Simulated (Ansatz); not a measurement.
Geometry optimisation, RHF/def2-SVP (Ansatz).

input.yaml

```yaml
crystal:
  periodic: [false, false, false]
  atoms:
    - { symbol: Ge, position_ang: [0.0, 0.0, 0.0] }
    - { symbol: H, position_ang: [0.0, 0.0, 1.9] }
    - { symbol: H, position_ang: [1.4616, 0.0, -0.5162] }
    - { symbol: H, position_ang: [-0.73, 1.2648, -0.5162] }
    - { symbol: F, position_ang: [-0.7913, -1.3709, -0.5594] }
    - { symbol: S, position_ang: [-2.4199, 0.0, 0.8041] }
    - { symbol: H, position_ang: [-3.1755, -0.8728, 0.0121] }
    - { symbol: H, position_ang: [-0.9767, 0.0, 1.9513] }
basis:
  gaussian: { orbitals: def2-SVP }
hamiltonian:
  xc: hf
relax:
  f_tol: 0.15
  max_steps: 25
  restrain:
    - { distance: [0, 5], at: 3.45, k: 30.0 }
    - { distance: [7, 1], at: 1.86, k: 30.0 }
    - { distance: [0, 1], at: 1.55, k: 30.0 }
    - { distance: [7, 5], at: 1.4, k: 30.0 }
```

Command:

```bash
$ ansatz run input.yaml --threads 1 --pin off --max-ram 2048MiB --backend cpu --events-out ev --progress --plain --runs-dir out
```

Q: Where does it end, and by what steps?

A: The forces met the threshold. The restraints hold the end off the free minimum. After 8 steps the energy has fallen by 5.068 eV (the restraints' own energy left out); H8 moved furthest, 0.84 Å. Parted: Ge1–S6 (2.55 → 3.46 Å). Joined: S6–H8 (1.84 → 1.37 Å).

| step | energy less start (eV) | largest force component (eV/Å) | accepted |
| --- | --- | --- | --- |
| 0 | 0.0000 | 2.837 | yes |
| 1 | -0.9043 | 2.785 | yes |
| 2 | -2.2869 | 4.252 | yes |
| 3 | -3.8505 | 3.698 | yes |
| 4 | -4.7769 | 2.257 | yes |
| 5 | -5.0329 | 1.283 | yes |
| 6 | -5.0575 | 1.195 | yes |
| 7 | -5.0614 | 1.289 | yes |
| 8 | -5.0682 | 1.245 | yes |

```xyz
8
Properties=species:S:1:pos:R:3
Ge 0.238 0.112 -0.078
H 0.021 0.036 1.445
H 1.698 -0.136 -0.458
H -0.318 1.384 -0.702
F -0.645 -1.231 -0.734
S -2.949 0.077 1.272
H -2.901 -0.966 0.438
H -1.777 -0.256 1.893
```

Time of the run: 21 s on 1 thread of Arm Neoverse V1, on a shared host, peak memory 0.17 GiB.
